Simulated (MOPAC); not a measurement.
Job for MOPAC: PM6 on H4Sn (SMILES [SnH4]).

```
PM6 1SCF PRECISE CHARGE=0 THREADS=1
H4Sn

Sn    -0.29400448 1     0.54737426 1    -0.04775112 1
H      0.94174952 1     0.11055974 1    -1.14051552 1
H     -1.47058180 1     1.49212606 1    -0.84733747 1
H     -1.02929679 1    -0.86100457 1     0.58325939 1
H      0.37245203 1     1.44503887 1     1.24546580 1
```

The log:

```
*******************************************************************************
 **                                                                           **
 **                              MOPAC v23.2.5                                **
 **                                                                           **
 *******************************************************************************
 ** MOPAC's Digital Object Identifier: https://doi.org/10.5281/zenodo.6511958 **
 **                                                                           **
 ** Please cite the open-source release paper for use of this MOPAC version:  **
 ** J. E. Moussa and J. J. P. Stewart (2026)                                  **
 ** MOPAC: An open-source semiempirical molecular orbital program             **
 ** J. Open Source Softw., 11(119), 8025, https://doi.org/10.21105/joss.08025 **
 *******************************************************************************

                              PM6 CALCULATION RESULTS

 *******************************************************************************
 *  PM6        - The PM6 Hamiltonian to be used
 *
 *
 *
 *                 CHARGE ON SYSTEM = 0
 *
 *
 *
 *  PRECISE    - TIGHTER CRITERIA TO BE USED
 *  1SCF       - DO 1 SCF AND THEN STOP
 *  THREADS=1  - MULTI-THREADING NOT USED
 *  T=         - A TIME OF 172800.0 SECONDS REQUESTED
 *  DUMP=N     - RESTART FILE WRITTEN EVERY 7200.0 SECONDS REQUESTED
 *******************************************************************************
PM6 1SCF PRECISE CHARGE=0 THREADS=1
 H4Sn

   ATOM   CHEMICAL          X               Y               Z
  NUMBER   SYMBOL      (ANGSTROMS)     (ANGSTROMS)     (ANGSTROMS)

     1      Sn         -0.29400448  *   0.54737426  *  -0.04775112  *
     2       H          0.94174952  *   0.11055974  *  -1.14051552  *
     3       H         -1.47058180  *   1.49212606  *  -0.84733747  *
     4       H         -1.02929679  *  -0.86100457  *   0.58325939  *
     5       H          0.37245203  *   1.44503887  *   1.24546580  *



          CARTESIAN COORDINATES

    NO.       ATOM           X           Y           Z

     1        Sn         -0.2940      0.5474     -0.0478
     2         H          0.9417      0.1106     -1.1405
     3         H         -1.4706      1.4921     -0.8473
     4         H         -1.0293     -0.8610      0.5833
     5         H          0.3725      1.4450      1.2455

 General Reference for PM6:
 "Optimization of Parameters for Semiempirical Methods V: Modification of NDDO Approximations
 and Application to 70 Elements", J. J. P. Stewart, J. Mol. Mod., 13, 1173-1213 (2007)
 URL: https://link.springer.com/article/10.1007/s00894-007-0233-4

           Empirical Formula: H4 Sn  =     5 atoms



      MOLECULAR POINT GROUP   :   Cs


      RHF CALCULATION, NO. OF DOUBLY OCCUPIED LEVELS = 4


 -------------------------------------------------------------------------------
 PM6 1SCF PRECISE CHARGE=0 THREADS=1
 H4Sn



     1SCF WAS SPECIFIED, SO BFGS WAS NOT USED
     SCF FIELD WAS ACHIEVED


                              PM6 CALCULATION
                                                       MOPAC v23.2.5 Linux




          FINAL HEAT OF FORMATION =         42.92381 KCAL/MOL =     179.59323 KJ/MOL


          COSMO AREA              =         85.31 SQUARE ANGSTROMS
          COSMO VOLUME            =         72.24 CUBIC ANGSTROMS

          IONIZATION POTENTIAL    =         11.252807 EV
          HOMO LUMO ENERGIES (EV) =        -11.253  2.242
          NO. OF FILLED LEVELS    =          4
          MOLECULAR WEIGHT        =        122.7216         POINT GROUP:  Cs

          MOLECULAR DIMENSIONS (Angstroms)

            Atom       Atom       Distance
            H     3    H     2     2.79536
            H     4    H     5     2.77871
            H     2    H     5     1.97612


          SCF CALCULATIONS        =          1





   ATOM   CHEMICAL          X               Y               Z
  NUMBER   SYMBOL      (ANGSTROMS)     (ANGSTROMS)     (ANGSTROMS)

     1      Sn         -0.29400448  *   0.54737426  *  -0.04775112  *
     2       H          0.94174952  *   0.11055974  *  -1.14051552  *
     3       H         -1.47058180  *   1.49212606  *  -0.84733747  *
     4       H         -1.02929679  *  -0.86100457  *   0.58325939  *
     5       H          0.37245203  *   1.44503887  *   1.24546580  *

                             CARTESIAN COORDINATES

   1   Sn       -0.294004480     0.547374260    -0.047751120
   2    H        0.941749520     0.110559740    -1.140515520
   3    H       -1.470581800     1.492126060    -0.847337470
   4    H       -1.029296790    -0.861004570     0.583259390
   5    H        0.372452030     1.445038870     1.245465800


           Empirical Formula: H4 Sn  =     5 atoms



      MOLECULAR POINT GROUP   :   Cs


                  EIGENVALUES
 -18.36188 -11.31110 -11.28908 -11.25281   2.24151   3.85943   3.88455   3.89762


              NET ATOMIC CHARGES AND DIPOLE CONTRIBUTIONS

  ATOM NO.   TYPE          CHARGE      No. of ELECS.   s-Pop       p-Pop
    1         Sn          -0.031652        4.0317     1.36207     2.66959
    2          H           0.009323        0.9907     0.99068
    3          H           0.008453        0.9915     0.99155
    4          H           0.006959        0.9930     0.99304
    5          H           0.006917        0.9931     0.99308
 DIPOLE           X         Y         Z       TOTAL
 POINT-CHG.     0.005     0.002    -0.017     0.018
 HYBRID        -0.001    -0.000     0.004     0.004
 SUM            0.004     0.001    -0.014     0.014


          ATOMIC ORBITAL ELECTRON POPULATIONS

     Atom    s        px        py        pz
    1 Sn   1.36207   0.88977   0.88995   0.88987
    2  H   0.99068
    3  H   0.99155
    4  H   0.99304
    5  H   0.99308

 **********************
 *                    *
 * JOB ENDED NORMALLY *
 *                    *
 **********************




 == MOPAC DONE ==
```

The run finished.

Cost: around 0.020 core-seconds (rough).
